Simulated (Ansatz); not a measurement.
chlorobenzene (C6H5Cl), singlet, geometry from GFN2-xTB; RPA/def2-SV(P) in Ansatz (a program for electronic structure).

The Ansatz input:
Ansatz 0.2 input:
```yaml
crystal:
  periodic: [false, false, false]
  atoms:
    - {symbol: Cl, position_ang: [2.23083293, 0.17830076, 0.00166627]}
    - {symbol: C, position_ang: [0.50565329, 0.04041467, 0.00037769]}
    - {symbol: C, position_ang: [-0.27011462, 1.18803954, 0.01931055]}
    - {symbol: C, position_ang: [-1.64922549, 1.07045173, 0.01816171]}
    - {symbol: C, position_ang: [-2.24493585, -0.17942795, -0.00167681]}
    - {symbol: C, position_ang: [-1.45823275, -1.31881734, -0.02048276]}
    - {symbol: C, position_ang: [-0.07795243, -1.21585902, -0.01957054]}
    - {symbol: H, position_ang: [0.20129330, 2.15822886, 0.03470485]}
    - {symbol: H, position_ang: [-2.25874719, 1.96145975, 0.03286497]}
    - {symbol: H, position_ang: [-3.32098418, -0.26543181, -0.00248054]}
    - {symbol: H, position_ang: [-1.91846938, -2.29532648, -0.03598506]}
    - {symbol: H, position_ang: [0.54159475, -2.09885305, -0.03414996]}
basis:
  gaussian:
    orbitals: def2-SV_P_.json
magnetization: {spin_polarized: false}
correlation: {method: rpa}
```
The basis file holds def2-SV(P) in the JSON format of the Basis Set Exchange.

Q: Write the output that Ansatz gives for this input, abridged.

A: 
```
Functional definition: HF
1197 factors; integrals over basis functions are off by at most 1.6e-3 eV
mean field evaluation 1: about -18752.0252 eV, gradient 3.1e1 eV
mean field evaluation 2: about -18753.2578 eV, gradient 3.2e1 eV
mean field evaluation 4: about -18756.4143 eV, gradient 4.7e0 eV
mean field evaluation 8: about -18756.5060 eV, gradient 1.2e-1 eV
mean field -18756.50614690 eV, -689.2888872820 hartree, gradient 7.9e-6 eV, S^2 0.000000; 0 other end points of the search recorded, 0 dependent functions left out; unrestricted orbitals would lower it
mean field evaluation 16: about -18756.5489 eV, gradient 2.1e0 eV
11 core orbitals not correlated
reference -18756.50614690 eV, -689.2888872820 hartree; 18, 18 occupied and 83, 83 virtual orbitals, 1197 factors
Total energy: -18782.67316100 eV, -690.2505073136 hartree
```
